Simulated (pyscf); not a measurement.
[HGa–AsH₂]• -> H₂Ga–AsH•, a hydrogen shift (doublet surface; As–H broken, Ga–H formed). Single points on ωB97X-D3(BJ)/def2-SVP structures (PySCF, gas phase). Correlated levels are frozen-core, on RHF or UHF. ΔMP2 is the change of the MP2 total energy from the triple- to the quadruple-zeta basis. Energies in kcal/mol from the reactant's lowest minimum found.

Small-basis levels: PySCF, no dispersion term, spherical d functions. AM1 to PM7: differences of heats of formation from MOPAC. GFN2-xTB: tblite. Open shells are spin-unrestricted. 

```tsv
level	barrier	reaction energy
HF/6-31G*+LANL2DZ	38.2	-9.0
BP86/6-31G*+LANL2DZ	23.8	-2.1
PBE/6-31G*+LANL2DZ	24.0	-1.1
B3LYP/3-21G	20.9	-7.9
B3LYP/LANL2DZ	26.9	-4.4
B3LYP/6-31G*+LANL2DZ	27.1	-4.4
B3LYP/6-311+G**+LANL2DZ	26.9	-3.0
GFN2-xTB	31.6	-1.6
PM7	29.1	+11.7
CCSD(T)/def2-TZVPP + ΔMP2(QZVPP)	23.6	-3.5
```

Against the last row the barrier runs from -2.7 (B3LYP/3-21G) to +14.6 kcal/mol (HF/6-31G*+LANL2DZ). CCSD(T)/def2-TZVPP + ΔMP2(QZVPP) has limits of its own. One saddle was located; it need not be the lowest between these sides. The CCSD(T) − MP2 part came from Ansatz, without density fitting, on the same reference. The frozen core leaves the outer d or s,p core shells of the metals and heavy elements correlated in the MP2 and CC values, and def2-TZVPP describes them poorly, which can shift differences by a few kcal/mol. In the def2 sets elements up to Kr have no core potential.
